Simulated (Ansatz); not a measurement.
A structure relaxed at PBE0-D4/def2-TZVP, charge 0, multiplicity 1:

```xyz
13

B    -2.096   -1.091    0.651
N    -1.403   -0.187   -0.140
C     0.001   -0.190   -0.386
O     0.584    0.920    0.244
C     1.957    1.015   -0.024
H    -3.277   -0.955    0.785
H    -1.492   -1.988    1.165
H    -1.886    0.590   -0.565
H     0.419   -1.126    0.005
H     0.208   -0.141   -1.468
H     2.329    1.902    0.487
H     2.503    0.136    0.347
H     2.153    1.115   -1.101
```

**Question.** Give its formula and SMILES.

**Answer.** C2H8BNO, `BNCOC`.

**Question.** Point group (tolerance 0.08 Å, 0.16 Å for H)?

**Answer.** C1.

**Question.** Summarise the bond lengths by kind.

**Answer.** 1 × B–N 1.387 Å; 2 × B–H 1.196 to 1.197 Å; 1 × C–N 1.425 Å; 1 × H–N 1.009 Å; 2 × C–O 1.402 to 1.404 Å; 5 × C–H 1.090 to 1.102 Å.

Results of the Gaussian-basis code of Ansatz.
